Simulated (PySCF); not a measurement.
## Fe²⁺: excitation energy

Fe²⁺ [Ar] 3d6 (5D) → Fe²⁺ [Ar] 3d5 4s1 (7S), as a difference of total energies. All numbers are calculated (PySCF 2.14, the spin-free X2C one-electron Hamiltonian (Gaussian nucleus), in x2c-TZVPPall with one added diffuse shell each of s, p, d, f type (7s6p5d3f1g, 80 functions)). Correlated levels: valence: [Ar] frozen; valence and next inner shell: [Ne] frozen. The calculations carry no spin-orbit coupling.

```tsv
method	excitation energy (cm⁻¹)
UHF	19157
LDA	32453
PBE	32791
PBE0	31408
r2SCAN	29145
TPSSh	34213
wB97X-V	35050
HSE06	31132
BHandHLYP	30948
MP2 (valence)	28492
SCS-MP2 (valence)	32101
MP2 (valence and next inner shell)	29658
SCS-MP2 (valence and next inner shell)	31356
```

A first-order spin-orbit estimate (lowest level to lowest level, LS coupling) adds 0.053 eV.
